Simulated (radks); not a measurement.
The numbers below are computed, except where a source is named.
Species: Pb-. Configuration: [Hg] 6p3. Code: a radial shooting solver on a logarithmic mesh with Libxc functionals. Model: scalar-relativistic Kohn-Sham, PBE, spin-polarised, spherical densities, finite nucleus; open shells are filled with parallel spins first (spin-orbit coupling, left out, can overturn this in heavy ions); Fermi nuclear charge, rms radius 5.5012 fm; hard spherical wall at 2.5 bohr.

Unscreened Slater integrals over Kohn-Sham orbitals (cm^-1). They are taken over the spin-up orbitals. Empty in this configuration: 5f.

integral,value
"F0(6p,6p)",124760
"F2(6p,6p)",68280
"F0(6p,6s)",125120
"G1(6p,6s)",82815
"F0(6p,5d)",136350
"F2(6p,5d)",63885
"G1(6p,5d)",26641
"G3(6p,5d)",26751
"F0(6p,5p)",145050
"F2(6p,5p)",58114
"G0(6p,5p)",13727
"G2(6p,5p)",20166
"F0(6p,5f)",126630
"F2(6p,5f)",68972
"G2(6p,5f)",47208
"G4(6p,5f)",38853
"F0(6s,6s)",125920
"F0(6s,5d)",136910
"G2(6s,5d)",37244
"F0(6s,5p)",144540
"G1(6s,5p)",18603
"F0(6s,5f)",127750
"G3(6s,5f)",52704
"F0(5d,5d)",159050
"F2(5d,5d)",86246
"F4(5d,5d)",58379
"F0(5d,5p)",174190
"F2(5d,5p)",89583
"G1(5d,5p)",109560
"G3(5d,5p)",68313
"F0(5d,5f)",140930
"F2(5d,5f)",74542
"F4(5d,5f)",49667
"G1(5d,5f)",87436
"G3(5d,5f)",56101
"G5(5d,5f)",40668
"F0(5p,5p)",197580
"F2(5p,5p)",106340
"F0(5p,5f)",148670
"F2(5p,5f)",66009
"G2(5p,5f)",48280
"G4(5p,5f)",33009
"F0(5f,5f)",130640
"F2(5f,5f)",77155
"F4(5f,5f)",54542
"F6(5f,5f)",41705

Derived for the open shells (J is the average intra-shell exchange parameter used in DFT+U). 6p: J = F2/5 = 13660 cm^-1.
